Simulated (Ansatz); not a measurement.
Isolated molecules relaxed with PBE0-D4/def2-TZVP in Ansatz; ΔE leaves out vibrations. CCSD(T)/CBS is the MP2 limit (def2-TZVPP, def2-QZVPP) plus CCSD(T) − MP2 in def2-TZVPP, frozen cores. This one scheme is used for every species. DFT in def2-TZVPP. def2 core potentials past Kr. For Sn outer-core shells are correlated without core-valence functions, which leaves a few kJ/mol of doubt a bond. One conformer a species, not always the lowest.

Reaction (hydrogenolysis of the Sn–S bond): `[OH][SnH2][SH]` + H₂ → `[OH][SnH3]` + H₂S

`[OH][SnH2][SH]`:

Z-matrix (Å, degrees):
```
Sn
S 1 2.398
O 1 1.964 2 108.5
H 1 1.698 2 112.7 3 113.4
H 1 1.704 2 105.9 3 -118.3
H 2 1.344 1 93.3 3 -67.0
H 3 0.960 1 112.7 2 -46.3
```

H₂:

Cartesian coordinates in Å:
```
H -0.223 -0.233 -0.189
H 0.223 0.233 0.189
```

`[OH][SnH3]`:

```xyz
6

O    -0.205   -1.302    0.719
Sn    0.002    0.489   -0.073
H     0.056   -2.010    0.128
H    -0.974    0.579   -1.473
H     1.650    0.721   -0.466
H    -0.529    1.523    1.165
```

H₂S:

Cartesian coordinates in Å:
```
S 0.274 0.090 -0.548
H -0.614 -0.804 -0.089
H 0.341 0.714 0.637
```

CCSD(T)/CBS gives +13.2 kcal/mol.

(1) Another level gave +12.1 kcal/mol. Which?
A. r2SCAN-D4/def2-TZVPP
B. CAM-B3LYP/def2-TZVPP
C. PBE/def2-TZVPP
D. B97M-V/def2-TZVPP

Largest T1 diagnostic among the species: 0.014.

Results:

(1) C. PBE 12.1, B97M-V 10.4, r2SCAN-D4 13.3, CAM-B3LYP 9.2 kcal/mol.

From r2SCAN to r2SCAN0 (25 % exact exchange), in def2-TZVPP and without D4, ΔE moves by −1.0 kcal/mol. Leaving LDA and LC-ωPBE aside and taking each functional with its dispersion term where it has one, the values, not all of them listed here, spread over 3.5 kcal/mol, from CAM-B3LYP-D4 to revPBE-D4. LDA lies −0.9 kcal/mol from PBE without D4. In def2-TZVPP, CCSD(T) changes the Hartree–Fock value by +3.4 kcal/mol (the triples alone add +1.2 kcal/mol) and MP2 by +5.9 kcal/mol.
